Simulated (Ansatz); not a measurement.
Cost and result for the atomization energy of C8H10, SMILES `Cc1ccc(C)cc1` (18 atoms, 18 bonds).

| atom | x (Å) | y (Å) | z (Å) |
| --- | --- | --- | --- |
| C1 | 1.675 | 1.304 | 1.992 |
| C2 | 0.825 | 0.624 | 0.962 |
| C3 | 0.671 | 1.161 | -0.312 |
| C4 | -0.140 | 0.550 | -1.254 |
| C5 | -0.825 | -0.624 | -0.961 |
| C6 | -1.675 | -1.304 | -1.992 |
| C7 | -0.671 | -1.161 | 0.312 |
| C8 | 0.140 | -0.551 | 1.255 |
| H9 | 1.088 | 2.021 | 2.574 |
| H10 | 2.496 | 1.854 | 1.530 |
| H11 | 2.100 | 0.584 | 2.694 |
| H12 | 1.194 | 2.077 | -0.571 |
| H13 | -0.242 | 0.995 | -2.240 |
| H14 | -1.085 | -2.013 | -2.582 |
| H15 | -2.109 | -0.583 | -2.688 |
| H16 | -2.490 | -1.863 | -1.529 |
| H17 | -1.194 | -2.077 | 0.571 |
| H18 | 0.242 | -0.995 | 2.240 |

Charge 0, multiplicity 1. The structure was optimised at the PBE0-D4/def2-TZVP level. Program: Ansatz. All runs use 2 threads of an AMD EPYC 7R13 on a shared host and a share of an NVIDIA H100 80 GB. Times are those of one run each, without the atoms' runs, and a repeat can differ threefold. Electronic energies, without spin–orbit coupling; frozen cores. CCSD(T)/CBS adds CCSD(T) − MP2 in def2-TZVPP to the MP2 limit, and its time is that of the two runs behind it. T1 = 0.010; the RHF reference is unstable towards UHF. B3LYP takes the VWN-RPA correlation (the form of Gaussian; ORCA's B3LYP/G). HSE06 is the plane-wave form, built on full-range PBE exchange.

CCSD(T)/CBS is a level of theory with its own doubt, some kJ/mol a heavy atom from the limit and from the frozen cores, so smaller differences don't rank the functionals.

```tsv
level	functions	wall time
LDA (SPW92)/def2-TZVPP	388	5 s
B97M-V/def2-TZVPP	388	7 s
B2PLYP/def2-TZVPP	388	7 s
CCSD(T)/def2-SVP	162	8 s
r2SCANh-D4/def2-TZVPP	388	8.5 s
ωB97X-V/def2-TZVPP	388	9 s
B3LYP-D4/def2-TZVPP (with forces)	388	9.5 s
HSE06-D4/def2-TZVPP	388	9.5 s
PBE0-D4/def2-TZVPP	388	10 s
r2SCAN-D4/def2-TZVPP (with forces)	388	11 s
MP2/def2-QZVPP	756	14 s
CCSD(T)/def2-TZVPP	388	32 s
CCSD(T)/CBS(def2)	–	45 s
```

(1) What atomization energy does each give, and how far from CCSD(T)/CBS? (Best estimate.)

Results:

(1) Computed: 
```tsv
level	atomization (kJ/mol)	difference from CCSD(T)/CBS	per bond
LDA (SPW92)/def2-TZVPP	9407.1	1220.9	67.8
B97M-V/def2-TZVPP	8245.2	59.0	3.3
B2PLYP/def2-TZVPP	8150.8	-35.4	-2.0
CCSD(T)/def2-SVP	7923.9	-262.3	-14.6
r2SCANh-D4/def2-TZVPP	8220.9	34.7	1.9
ωB97X-V/def2-TZVPP	8206.7	20.5	1.1
B3LYP-D4/def2-TZVPP (with forces)	8228.3	42.1	2.3
HSE06-D4/def2-TZVPP	8338.1	151.9	8.4
PBE0-D4/def2-TZVPP	8332.1	145.9	8.1
r2SCAN-D4/def2-TZVPP (with forces)	8261.6	75.4	4.2
MP2/def2-QZVPP	8297.0	110.8	6.2
CCSD(T)/def2-TZVPP	8009.7	-176.5	-9.8
CCSD(T)/CBS(def2)	8186.2	0.0	0.0
```

From r2SCAN to r2SCAN0 (25 % exact exchange), in def2-TZVPP and without D4, the atomization energy moves by −100.6 kJ/mol: exact exchange takes away binding that semilocal exchange gives to molecules. The D4 term adds +72.0 kJ/mol with B3LYP and +38.3 kJ/mol with PBE0; it sums over pairs of atoms, weighted by their polarisabilities, and B3LYP, whose exchange is more repulsive, gets the larger term. In def2-TZVPP, CCSD(T) changes the Hartree–Fock value by +1841.0 kJ/mol (the triples alone add +134.0 kJ/mol) and MP2 by +2024.8 kJ/mol; breaking electron pairs costs correlation energy, which Hartree–Fock lacks.
